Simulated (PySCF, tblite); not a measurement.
Isomers of C5H13NP2, one GFN2-xTB conformer each. Single-point energies are computed at PBE0/pcSseg-1 (PySCF, gas phase, no added dispersion term), electronic only.

Question: Rank them by PBE0/pcSseg-1 energy, lowest first (kJ/mol).
A. `[CH3:1][P:2]1[CH2:3][CH2:4][P:5]([NH2:6])[CH2:7][CH2:8]1` with C4–P5–N6–H 168° and -74°, C1–P2–C3–C4 159°, P2–C3–C4–P5 12°, C3–C4–P5–N6 -171°, C4–P5–C7–C8 58°
B. `[CH3:1][NH:2][P:3]1[CH2:4][CH2:5][PH:6][CH2:7][CH2:8]1` with C1–N2–P3–C4 -179°, N2–P3–C4–C5 -159°, P3–C4–C5–P6 -9°, C4–C5–P6–C7 74°, C5–P6–C7–C8 -62°

Answer: A (0.0), B (55.6).

GFN2-xTB itself gives, in the same order: 0.0, 16.9. Both levels put the same isomer lowest.

Q: Which frontier levels, dipoles and rotational constants go with these structures?

A: 
```
      SMILES  HOMO (eV, PBE0/pcSseg-1)  LUMO (eV)  dipole (D)       A, B, C (MHz)
CP1CCP(N)CC1                     -5.26       0.32        1.04  3049, 995.2, 859.6
  CNP1CCPCC1                     -5.30       0.05        1.64  2866, 973.2, 835.9
```

Q: What happens when harmonic zero-point energies from GFN2-xTB frequencies are added?

A: 
```tsv
SMILES	ZPE (kJ/mol)	electronic (kJ/mol)	with ZPE (kJ/mol)
CP1CCP(N)CC1	454.7	0.0	0.0
CNP1CCPCC1	453.6	55.6	54.4
```

The zero-point energies span 1.1 kJ/mol. The order is unchanged.
